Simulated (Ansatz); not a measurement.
Ansatz results at the PBE0-D4/def2-TZVP geometry: HOMO energy (B3LYP/def2-TZVPP) -7.84 eV; size of the dipole moment (B3LYP/def2-TZVPP) 1.12 D; LUMO energy (PBE0/def2-TZVPP) -0.74 eV.

(1) Which molecule gave them?
A. `NB(O)C1C=C1`
B. `F[SiH2][SnH3]`
C. `C#C/C=C/C`
D. `B[SiH](F)S`

Results:

(1) B. The others give `NB(O)C1C=C1`: -6.49, 1.93, 0.36; `C#C/C=C/C`: -6.60, 1.14, -0.68; `B[SiH](F)S`: -7.30, 1.00, -0.64.

B3LYP here is the variant with VWN-RPA as its local correlation; programs differ in this.
